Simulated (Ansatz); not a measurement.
Reaction (redistribution): `[CH3][GaH][GeH2][F]` + `O=CBF` → `[CH3][GaH][CH]=O` + `F[BH][GeH2][F]`

Gas-phase electronic energies from Ansatz, PBE0-D4/def2-TZVP geometries. CCSD(T)/CBS is the MP2 limit (def2-TZVPP, def2-QZVPP) plus CCSD(T) − MP2 in def2-TZVPP, frozen cores. Functionals use def2-TZVPP. B3LYP here is the variant with VWN-RPA as its local correlation; programs differ in this. For Ga, Ge outer-core shells are correlated without core-valence functions, which leaves a few kJ/mol of doubt a bond. Scalar relativity is left out up to krypton. Each species was taken in one conformer, which may not be the lowest.

| level | ΔE (kcal/mol) | difference from CCSD(T)/CBS |
| --- | --- | --- |
| r2SCAN-D4 | 15.2 | -0.8 |
| PBE0-D4 | 16.3 | 0.3 |
| ωB97X-V | 15.7 | -0.3 |
| B2PLYP | 16.3 | 0.3 |
| PBE0 | 16.2 | 0.2 |
| B3LYP | 16.3 | 0.3 |
| HF/def2-TZVPP | 17.9 | 1.9 |
| MP2/def2-TZVPP | 16.3 | 0.3 |
| CCSD(T)/def2-TZVPP | 16.0 | 0.0 |
| HF/CBS(def2) | 17.8 | 1.8 |
| CCSD(T)/CBS | 16.0 | 0 |

Largest T1 diagnostic among the species: 0.015.

From PBE to PBE0 (25 % exact exchange), in def2-TZVPP and without D4, ΔE moves by +1.3 kcal/mol. In def2-TZVPP, CCSD(T) changes the Hartree–Fock value by −1.9 kcal/mol (the triples alone add −0.4 kcal/mol) and MP2 by −1.6 kcal/mol.
